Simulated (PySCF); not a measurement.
## Assignment exercise: CH$_{9}$OPSi$_{2}$

Cartesian coordinates in Å; atom numbers follow the order of the lines, from 1:
```xyz
14

C    -1.5352   -0.8821    0.7615
Si   -0.2765    0.5088    0.4605
P    -1.0606    1.8083   -1.1968
O     1.1476   -0.1026   -0.0226
Si    2.1291   -0.9105   -1.0316
H    -1.1351   -1.6293    1.4398
H    -2.4530   -0.4957    1.1940
H    -1.7948   -1.3823   -0.1684
H     0.0962    1.2011    1.6986
H    -0.2074    2.8689   -0.9432
H    -2.0762    2.3632   -0.4373
H     1.9331   -0.3941   -2.3848
H     3.4593   -0.6279   -0.5017
H     1.7727   -2.3261   -0.9451
```

Calculated, not measured (PySCF): GIAO PBE0/pcSseg-1 shieldings, geometry from GFN2-xTB. Single conformer, non-relativistic, isolated molecule, one averaged value for each set of equivalent atoms.

δ = σ(ref) − σ, references computed at the same level: 1H (31.72 ppm) against TMS.

Assign these signals to the numbered atoms. 1H NMR (400 MHz, computed): δ 5.94 (m, 1H), 5.11 (s, 3H), 1.05 (m, 2H), 0.37 (m, 3H).

Results:


5.94 → H9, hydrogen on a silicon bonded to C, O, P
5.11 → H12/H13/H14, hydrogen on a silicon bonded to O
1.05 → H10/H11, hydrogen on a phosphorus bonded to Si
0.37 → H6/H7/H8, hydrogen on a methyl carbon bonded to Si: an electropositive neighbour shields it, as in TMS itself

Multiplicities follow the n + 1 count of equivalent neighbours, as no J values were calculated; m marks all less simple cases, F and P coupling included.
